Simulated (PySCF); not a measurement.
## Choosing a basis for TDDFT

Species: CH8GeSi.
Atom-mapped SMILES: `[SiH3:1][CH2:2][GeH3:3]` (hydrogens: H4, H5, H6 on Si1; H7, H8 on C2; H9, H10, H11 on Ge3)

Structure used (PBE0-D3(BJ)/def2-SVP), in Å, numbered top down from 1:
```
atom  x, y, z in Å
Si1    1.4997    0.6410   -0.0038
C2     0.2443   -0.7518   -0.1337
Ge3   -1.6221   -0.1941    0.0817
H4     2.8938    0.1252   -0.1761
H5     1.2448    1.6717   -1.0575
H6     1.4055    1.3045    1.3336
H7     0.4667   -1.5145    0.6307
H8     0.3473   -1.2407   -1.1166
H9    -1.9889    0.8402   -0.9994
H10   -1.8204    0.4464    1.4689
H11   -2.5618   -1.4082   -0.0490
```

TDDFT with PBE0 (PySCF), vertical singlets, core orbitals frozen in the response, spherical d and f functions. Isolated species at its PBE0-D3(BJ)/def2-SVP geometry, gas phase. Relativistic effects, spin–orbit coupling among them, are left out although an element past zinc is present.

```
      basis  functions  diffuse  S1 (eV)  S2 (eV)  S3 (eV)  S4 (eV)  S5 (eV)  LUMO (eV)  α (au)
     6-31G*         80       no     8.03     8.43     8.73     8.82     8.93       0.71    59.1
   def2-SVP        104       no     8.10     8.48     8.68     8.75     8.81       0.72    64.5
  def2-SVPD        146      yes     7.60     7.98     8.15     8.28     8.30       0.13    73.9
aug-cc-pVDZ        158      yes     7.28     7.68     7.82     8.03     8.09      -0.26    75.1
  def2-TZVP        164       no     7.72     8.13     8.35     8.43     8.49       0.31    71.4
 def2-TZVPD        206      yes     7.41     7.82     8.03     8.14     8.16      -0.04    74.6
```

Q: How much do these states and the polarisability depend on the basis?

A: States are compared by their number. Against the largest diffuse basis here (def2-TZVPD, itself not a converged limit), sets without diffuse functions differ by up to 0.70 eV in S1 and 0.77 eV in S5; the smaller diffuse sets differ by up to 0.19 and 0.14 eV. Every set without diffuse functions puts S1 more than 0.3 eV higher, so even the lowest state needs them here. State by state, the largest deviation of a set without diffuse functions is S1 0.70, S2 0.66, S3 0.70, S4 0.68, S5 0.77 eV. The same number needn't mean the same state in each row. Against def2-TZVPD the polarisability deviates by -21% in 6-31G*, -14% in def2-SVP, -1% in def2-SVPD, +1% in aug-cc-pVDZ, -4% in def2-TZVP.

Without π bonds the low states are Rydberg-like; a valence basis with one diffuse set may place them up to an eV too high.
